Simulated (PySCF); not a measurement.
## NaHg: energy against distance

Set-up: PySCF, scalar-relativistic core potentials, basis sets Na cc-pVDZ, Hg cc-pVDZ-PP with ECP60. Energies in eV from Na + Hg in their ground configurations at the same level. State: ²Σ⁺ (doublet), unpaired electrons σ ↑.

| R (Å) | HSE06 | LDA | r²SCANh | PBE0 |
| --- | --- | --- | --- | --- |
| 2.957 | -0.0635 | -0.2474 | -0.1132 | -0.0421 |
| 3.094 | -0.0986 | -0.2623 | -0.1437 | -0.0784 |
| 3.232 | -0.1149 | -0.2614 | -0.1563 | -0.0962 |
| 3.335 | -0.1191 | -0.2541 | -0.1583 | -0.1017 |
| 3.438 | -0.1189 | -0.2434 | -0.1561 | -0.1027 |
| 3.541 | -0.1157 | -0.2306 | -0.1512 | -0.1006 |
| 3.679 | -0.1084 | -0.2117 | -0.1422 | -0.0949 |
| 3.851 | -0.0968 | -0.1873 | -0.1290 | -0.0852 |
| 4.057 | -0.0819 | -0.1588 | -0.1125 | -0.0723 |
| 4.332 | -0.0631 | -0.1245 | -0.0915 | -0.0557 |

Task: Put a parabola through the three lowest points of the HSE06 curve and estimate Re, k and ωe (reduced mass 20.64 u; 1 eV/Å² = 0.16022 mdyn/Å; ωe = 1302.8·√(k/μ) cm⁻¹).

Result: Through R = 3.232, 3.335, 3.438 Å the second-order coefficient is 0.207 eV/Å², so Re ≈ 3.382 Å, k ≈ 0.0664 mdyn/Å and ωe ≈ 74 cm⁻¹. A polynomial fit of higher order to the unrounded HSE06 energies gives Re = 3.378 Å, k = 0.0569 mdyn/Å, ωe = 68.4 cm⁻¹; anharmonicity and rounding make the difference.

The higher-order fit for each curve: HSE06: Re = 3.378 Å, ωe = 68.4 cm⁻¹, De = 0.119 eV; LDA: Re = 3.149 Å, ωe = 94.3 cm⁻¹, De = 0.263 eV; r²SCANh: Re = 3.326 Å, ωe = 72.4 cm⁻¹, De = 0.158 eV; PBE0: Re = 3.414 Å, ωe = 63.9 cm⁻¹, De = 0.103 eV.

The bond is weak. Basis-set superposition, not corrected here, can be much of De in a small basis, most of all at correlated wavefunction levels. Functionals without a dispersion term scatter widely for such bonds, and LDA overbinds them. Spin–orbit coupling is left out. The state was picked by a PBE0 search and need not be the measured ground state.
